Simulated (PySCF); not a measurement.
C3H5F3, SMILES FC(F)[C@@H](C)F.

The structure is a stationary point at B3LYP-D3(BJ)/def2-SVP. The structure was generated by enumeration; whether it is a known compound was not checked. The values are those of a single conformer.

These are PySCF with B3LYP-D3(BJ)/def2-SVP values and carry that method's errors.

No scaling factor is applied to the harmonic values.

```json
[
 {"mode": "1", "ν (cm⁻¹)": "83", "IR (km/mol)": "0.2", "moving atoms (share of kinetic energy)": "F 73 %, C 15 %, H 12 %"},
 {"mode": "2", "ν (cm⁻¹)": "231", "IR (km/mol)": "1.4", "moving atoms (share of kinetic energy)": "F 56 %, H 29 %, C 15 %"},
 {"mode": "3", "ν (cm⁻¹)": "240", "IR (km/mol)": "0.6", "moving atoms (share of kinetic energy)": "H 57 %, F 26 %, C 17 %"},
 {"mode": "4", "ν (cm⁻¹)": "258", "IR (km/mol)": "0.9", "moving atoms (share of kinetic energy)": "F 65 %, H 28 %"},
 {"mode": "5", "ν (cm⁻¹)": "365", "IR (km/mol)": "0.9", "moving atoms (share of kinetic energy)": "F 52 %, C 26 %, H 23 %"},
 {"mode": "6", "ν (cm⁻¹)": "490", "IR (km/mol)": "16.5", "moving atoms (share of kinetic energy)": "F 48 %, C 36 %, H 16 %"},
 {"mode": "7", "ν (cm⁻¹)": "559", "IR (km/mol)": "3.2", "moving atoms (share of kinetic energy)": "F 58 %, C 29 %, H 13 %"},
 {"mode": "8", "ν (cm⁻¹)": "738", "IR (km/mol)": "20.6", "moving atoms (share of kinetic energy)": "C 47 %, F 31 %, H 22 %"},
 {"mode": "9", "ν (cm⁻¹)": "852", "IR (km/mol)": "50.6", "moving atoms (share of kinetic energy)": "C 53 %, H 25 %, F 22 %"},
 {"mode": "10", "ν (cm⁻¹)": "930", "IR (km/mol)": "2.4", "moving atoms (share of kinetic energy)": "H 54 %, C 35 %, F 12 %"},
 {"mode": "11", "ν (cm⁻¹)": "1022", "IR (km/mol)": "54.0", "moving atoms (share of kinetic energy)": "H 58 %, C 28 %, F 14 %"},
 {"mode": "12", "ν (cm⁻¹)": "1126", "IR (km/mol)": "86.0", "moving atoms (share of kinetic energy)": "C 62 %, H 21 %, F 17 %"},
 {"mode": "13", "ν (cm⁻¹)": "1142", "IR (km/mol)": "13.9", "moving atoms (share of kinetic energy)": "C 55 %, H 31 %, F 14 %"},
 {"mode": "14", "ν (cm⁻¹)": "1160", "IR (km/mol)": "104.2", "moving atoms (share of kinetic energy)": "C 57 %, F 24 %, H 20 %"},
 {"mode": "15", "ν (cm⁻¹)": "1212", "IR (km/mol)": "98.2", "moving atoms (share of kinetic energy)": "C 44 %, H 38 %, F 18 %"},
 {"mode": "16", "ν (cm⁻¹)": "1330", "IR (km/mol)": "8.3", "moving atoms (share of kinetic energy)": "H 79 %, C 20 %"},
 {"mode": "17", "ν (cm⁻¹)": "1379", "IR (km/mol)": "9.5", "moving atoms (share of kinetic energy)": "H 77 %, C 21 %"},
 {"mode": "18", "ν (cm⁻¹)": "1400", "IR (km/mol)": "36.5", "moving atoms (share of kinetic energy)": "H 74 %, C 26 %"},
 {"mode": "19", "ν (cm⁻¹)": "1413", "IR (km/mol)": "25.2", "moving atoms (share of kinetic energy)": "H 73 %, C 26 %"},
 {"mode": "20", "ν (cm⁻¹)": "1426", "IR (km/mol)": "12.0", "moving atoms (share of kinetic energy)": "H 61 %, C 38 %"},
 {"mode": "21", "ν (cm⁻¹)": "1463", "IR (km/mol)": "10.4", "moving atoms (share of kinetic energy)": "H 89 %, C 11 %"},
 {"mode": "22", "ν (cm⁻¹)": "1476", "IR (km/mol)": "6.3", "moving atoms (share of kinetic energy)": "H 89 %, C 10 %"},
 {"mode": "23", "ν (cm⁻¹)": "3038", "IR (km/mol)": "17.4", "moving atoms (share of kinetic energy)": "H 92 %"},
 {"mode": "24", "ν (cm⁻¹)": "3045", "IR (km/mol)": "18.6", "moving atoms (share of kinetic energy)": "H 95 %"},
 {"mode": "25", "ν (cm⁻¹)": "3051", "IR (km/mol)": "42.7", "moving atoms (share of kinetic energy)": "H 94 %"},
 {"mode": "26", "ν (cm⁻¹)": "3135", "IR (km/mol)": "12.6", "moving atoms (share of kinetic energy)": "H 91 %, C 9 %"},
 {"mode": "27", "ν (cm⁻¹)": "3150", "IR (km/mol)": "6.5", "moving atoms (share of kinetic energy)": "H 90 %, C 10 %"}
]
```
